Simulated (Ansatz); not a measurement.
# Which is lower?

The two ends of one reaction step of SiH$_{4}$SF$_{2}$, singlet (PBE0-D4/def2-TZVP).

A:

```
atom    x (Å)    y (Å)    z (Å)
 Si1  -1.1456   0.0236   0.5249
  S2   2.1452  -0.4541  -0.3452
  F3  -2.6642   0.2250   0.9543
  F4  -0.9455   0.8666  -0.8089
  H5  -0.3050   0.5870   1.5947
  H6   2.1735   0.8683  -0.5724
  H7  -0.9539  -1.4078   0.2364
  H8   1.6955  -0.7085  -1.5837
```

B:

Si1  (-0.152, 0.723, 0.835)
S2  (1.730, 0.896, -0.093)
F3  (-1.331, 0.914, -0.206)
F4  (-0.231, 1.907, 1.882)
H5  (-0.386, -0.557, 1.522)
H6  (-0.785, -1.562, -1.613)
H7  (-0.345, -2.144, -1.454)
H8  (1.500, -0.175, -0.874)
(Å)

Program: Ansatz 0.2.0. Basis: def2-TZVPP. Cores are frozen in the correlated methods. B3LYP uses VWN-RPA correlation.

Task: Which structure is lower at CCSD(T), and by how much? (An estimate is asked for; the value comes from the calculation.)

Result: The calculation gives: B, by 31.3 kJ/mol (electronic energy, against the other). By their contacts, A is a complex of SiH₂F₂ ([F][SiH2][F]) + H₂S and B is a complex of SiH₂SF₂ ([F][SiH]([F])[SH]) + H₂.

All methods give the same order:

```json
{"method": "SPW92", "E(B) − E(A) (kJ/mol)": "-34.3"}
{"method": "PBE-D4", "E(B) − E(A) (kJ/mol)": "-39.9"}
{"method": "BLYP-D4", "E(B) − E(A) (kJ/mol)": "-34.8"}
{"method": "r2SCAN-D4", "E(B) − E(A) (kJ/mol)": "-41.2"}
{"method": "B97M-V", "E(B) − E(A) (kJ/mol)": "-38.0"}
{"method": "PBE0-D4", "E(B) − E(A) (kJ/mol)": "-36.8"}
{"method": "B3LYP-D4", "E(B) − E(A) (kJ/mol)": "-32.1"}
{"method": "r2SCAN0-D4", "E(B) − E(A) (kJ/mol)": "-37.9"}
{"method": "BHLYP-D4", "E(B) − E(A) (kJ/mol)": "-28.2"}
{"method": "CAM-B3LYP-D4", "E(B) − E(A) (kJ/mol)": "-28.3"}
{"method": "wB97X-V", "E(B) − E(A) (kJ/mol)": "-32.7"}
{"method": "wB97M-V", "E(B) − E(A) (kJ/mol)": "-33.9"}
{"method": "B2PLYP", "E(B) − E(A) (kJ/mol)": "-32.2"}
{"method": "PBE-QIDH", "E(B) − E(A) (kJ/mol)": "-36.0"}
{"method": "RPA on PBE", "E(B) − E(A) (kJ/mol)": "-26.7"}
{"method": "HF", "E(B) − E(A) (kJ/mol)": "-19.2"}
{"method": "MP2", "E(B) − E(A) (kJ/mol)": "-38.1"}
{"method": "CCSD", "E(B) − E(A) (kJ/mol)": "-27.5"}
{"method": "CCSD(T)", "E(B) − E(A) (kJ/mol)": "-31.3"}
```

T1 diagnostic: at most 0.012.

Labels in which every atom is bracketed show which atoms are joined, not bond orders.

For scale, one of the runs: CCSD(T)/def2-TZVPP, 202 basis functions, launched by `ansatz run in.yaml --threads 4 --pin off --events-out ev --progress --plain --max-ram 9574MiB`. The run took 49 s on 4 CPU threads of an Arm Neoverse V2 (shared host), with 2.5 GiB of host memory at its peak.
